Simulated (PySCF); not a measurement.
# Pb⁺ (lead, charge +1) across methods

[Xe] 4f14 5d10 6s1 6p2, high-spin 4P determinant (an excited configuration). Calculation: PySCF 2.14, in cc-pVTZ-PP with ECP60MDF (5s4p3d1f, 39 functions); scalar relativity through the core potential. The B2PLYP total includes its PT2 part (frozen core); its orbital energies are those of the SCF part.

| method | E (hartree) | mean ε 5d β (eV) | mean ε 6s α (eV) | mean ε 6p α (eV) | Σ⟨r²⟩ (bohr²) | ⟨S²⟩ |
| --- | --- | --- | --- | --- | --- | --- |
| LDA | -191.9953 | -30.131 | -21.342 | -11.546 | 53.09 | 3.751 |
| MN15 | -191.9025 | -32.545 | -23.866 | -13.081 | 52.70 | 3.752 |
| PBE | -192.3092 | -30.031 | -21.073 | -11.436 | 53.07 | 3.752 |
| B3LYP | -192.3508 | -31.900 | -22.196 | -12.148 | 53.05 | 3.751 |
| UHF | -191.37109 | -38.076 | -26.348 | -15.042 | 53.34 | 3.756 |
| PBE0 | -192.2943 | -32.296 | -22.610 | -12.466 | 52.89 | 3.753 |
| B2PLYP | -191.9805 | -34.457 | -23.882 | -13.268 | 53.10 | 3.753 |
| r2SCAN | -192.3821 | -30.596 | -21.685 | -11.778 | 52.62 | 3.755 |

Problem. Estimate the same row for TPSS.

Solution. E (hartree) = -192.2290; mean ε 5d β (eV) = -30.043; mean ε 6s α (eV) = -21.099; mean ε 6p α (eV) = -11.446; Σ⟨r²⟩ (bohr²) = 52.99; ⟨S²⟩ = 3.752.

Energies and moments cover only the electrons outside the core potential. Spin-orbit coupling is strong in this species (close to jj coupling), so the high-spin LS determinant is a model state, not a physical level.
